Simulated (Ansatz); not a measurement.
H₄Si₂, SMILES [SiH][SiH3] (connectivity only; charge and spin as stated), charge -1, multiplicity 2.

The structure is a stationary point at PBE0-D3(BJ)/def2-TZVPD. The multiplicity is an assumed one; other spin states were not compared. The isomer is the one that the SMILES or the coordinates give; other isomers of the formula were not compared.

Two levels are set side by side: PBE/def2-TZVPD (Ansatz, an electronic-structure program) and PBE0/def2-TZVPD (Ansatz). Energy differences of separate SCF runs at the same geometry; the states with an electron removed or added have multiplicity 1. Differences are taken from unrounded values.

```csv
quantity,PBE0
vertical ionisation energy (eV),1.83
```

Problem. What does PBE give, and how far is it from PBE0? (Estimate from the structure and the level; the computed values follow.)

Solution. 
```tsv
quantity	PBE	PBE minus PBE0
vertical ionisation energy (eV)	1.80	-0.03
```

Here PBE gives about what the other level gives.
